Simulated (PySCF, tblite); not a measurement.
Isomers of C6H8OP2, one GFN2-xTB conformer each. Single-point energies are computed at PBE0/pcSseg-1 (PySCF, gas phase, no added dispersion term), electronic only.

| SMILES | GFN2-xTB relative energy (kJ/mol) |
| --- | --- |
| COc1cc(C)pcp1 | 1.8 |
| COc1pcpcc1C | 0.0 |

Conformers: `[CH3:1][O:2][c:3]1[cH:4][c:5]([CH3:6])[p:7][cH:8][p:9]1` with C1–O2–C3–C4 180°; `[CH3:1][O:2][c:3]1[p:4][cH:5][p:6][cH:7][c:8]1[CH3:9]` with C1–O2–C3–P4 0°.

What does PBE0/pcSseg-1 give for the same structures?

```tsv
SMILES	PBE0/pcSseg-1 E (Eh)	PBE0/pcSseg-1 (kJ/mol)	GFN2-xTB (kJ/mol)	point group
COc1pcpcc1C	-990.66636	0.0	0.0	–
COc1cc(C)pcp1	-990.66542	2.5	1.8	Cs
```

Both levels put the same isomer lowest. Neighbours under 10 kJ/mol apart (COc1pcpcc1C and COc1cc(C)pcp1) can change places with a better method, another conformer or zero-point energy.

Which frontier levels, dipoles and rotational constants go with these structures?

```csv
SMILES,"HOMO (eV, PBE0/pcSseg-1)",LUMO (eV),dipole (D),"A, B, C (MHz)"
COc1pcpcc1C,-6.58,-1.66,2.31,"1871, 1037, 673.0"
COc1cc(C)pcp1,-6.53,-1.69,1.82,"2106, 895.4, 633.2"
```

What happens when harmonic zero-point energies from GFN2-xTB frequencies are added?

```
       SMILES  ZPE (kJ/mol)  electronic (kJ/mol)  with ZPE (kJ/mol)
  COc1pcpcc1C         327.3                  0.0                0.0
COc1cc(C)pcp1         326.4                  2.5                1.6
```

The zero-point energies span 0.9 kJ/mol. The order is unchanged.

As an exercise, what shares would exp(−E/RT) give at 298.15 K from these electronic energies alone (no entropy, no degeneracies)?

RT = 2.479 kJ/mol: COc1pcpcc1C 73.0 %, COc1cc(C)pcp1 27.0 %.
